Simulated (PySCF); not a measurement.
Compound: 2,3-dimethylanisole, C9H12O.
SMILES with atom numbers: `[CH3:1][O:2][c:3]1[cH:4][cH:5][cH:6][c:7]([CH3:8])[c:9]1[CH3:10]` (hydrogens: H11, H12, H13 on C1; H14 on C4; H15 on C5; H16 on C6; H17, H18, H19 on C8; H20, H21, H22 on C10)

Method: PBE0-D3(BJ)/def2-SVP geometry optimisation, gas phase in PySCF.

List the bond lengths, angles and torsions at this level.

```json
{"bond": "C1–O2", "length (pm)": "139.7"}
{"bond": "O2–C3", "length (pm)": "135.5"}
{"bond": "C3–C4", "length (pm)": "139.8"}
{"bond": "C4–C5", "length (pm)": "139.3"}
{"bond": "C5–C6", "length (pm)": "138.9"}
{"bond": "C6–C7", "length (pm)": "140.1"}
{"bond": "C7–C8", "length (pm)": "150.1"}
{"bond": "C7–C9", "length (pm)": "140.4"}
{"bond": "C9–C10", "length (pm)": "150.0"}
{"bond": "C3–C9", "length (pm)": "141.0"}
{"bond": "C1–H11, C1–H12, C1–H13", "length (pm)": "110.2"}
{"bond": "C4–H14", "length (pm)": "109.0"}
{"bond": "C5–H15", "length (pm)": "109.3"}
{"bond": "C6–H16", "length (pm)": "109.3"}
{"bond": "C8–H17, C8–H18, C8–H19", "length (pm)": "110.1"}
{"bond": "C10–H20, C10–H21, C10–H22", "length (pm)": "110.0"}
```

Bonds in one row agree within 1 pm and their mean is given. A selection of angles:
```json
{"angle": "C1–O2–C3", "degrees": "119.2"}
{"angle": "O2–C3–C4", "degrees": "123.0"}
{"angle": "O2–C3–C9", "degrees": "116.2"}
{"angle": "C4–C3–C9", "degrees": "120.8"}
{"angle": "C3–C4–C5", "degrees": "119.5"}
{"angle": "C4–C5–C6", "degrees": "120.3"}
{"angle": "C5–C6–C7", "degrees": "120.6"}
{"angle": "C6–C7–C8", "degrees": "120.3"}
{"angle": "C6–C7–C9", "degrees": "119.9"}
{"angle": "C8–C7–C9", "degrees": "119.8"}
{"angle": "C7–C9–C10", "degrees": "120.9"}
{"angle": "C3–C9–C7", "degrees": "118.9"}
{"angle": "C3–C9–C10", "degrees": "120.2"}
```

Torsions: C1–O2–C3–C4 1° (synperiplanar).

The 2 C–O bonds span 1.355 Å (O2–C3, drawn single) to 1.397 Å (C1–O2, drawn single), a spread of 0.042 Å. Of the pairs four or more bonds apart, O2···H21 is among the closest relative to their van der Waals radii: 2.28 Å, 84 % of the sum of Bondi's values. O2 (aryl ether oxygen) is bent (angle 119.2°). The 10 heavy atoms lie in one plane (0.003 Å rms). The 8 C–C bonds span 1.389 Å (C5–C6, aromatic) to 1.501 Å (C7–C8, drawn single), a spread of 0.112 Å. The 6-membered ring C3–C4–C5–C6–C7–C9 has internal angles of 118.9° to 120.8° (sum 720°, against 720° for a flat polygon); it is planar, 0.00 Å rms from its mean plane, widest ring torsion 0°.

Point group: Cs (tolerance 0.08 Å). No PBE0-D3(BJ)/def2-SVP frequencies stand behind this structure, so it isn't proved a minimum. One conformer, not necessarily the lowest.

Rough CPU time on one thread of a shared machine: about 4 min. This is the geometry optimisation.
